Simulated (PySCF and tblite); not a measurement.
Values are calculated unless marked as measured or tabulated.
C8H13NSi, numbered as in [CH3:1][Si:2]([CH3:3])([CH3:4])[c:5]1[cH:6][cH:7][cH:8][n:9][cH:10]1.

Free energies: PBE0-D3(BJ)/def2-SVP (IEF-PCM, chloroform) on GFN2-xTB structures plus GFN2-xTB thermal terms, symmetry and mirror images included. Conformers within 3 kcal/mol (GFN2-xTB free energy) were kept, 8 at most. (PySCF 2.14, tblite 0.8.)

Rotational constants are equilibrium values for the commonest isotopes; dipoles come from the energy level named and are polarised by its solvent model.

Torsions listed: C1–Si2–C5–C6.

```csv
conformer,shape,symmetry
1,180°,Cs
2,120°,Cs
```

**Question.** Give the rotational constants and dipole components.

**Answer.** 
```csv
conformer,A (MHz),B (MHz),C (MHz),abs μa (D),abs μb (D),abs μc (D),κ,Ic−Ia−Ib (u Å²)
1,2028,724,647,1.77,2.21,0.00,-0.89,-165.7
2,2028,724,647,1.74,2.27,0.00,-0.89,-165.9
```
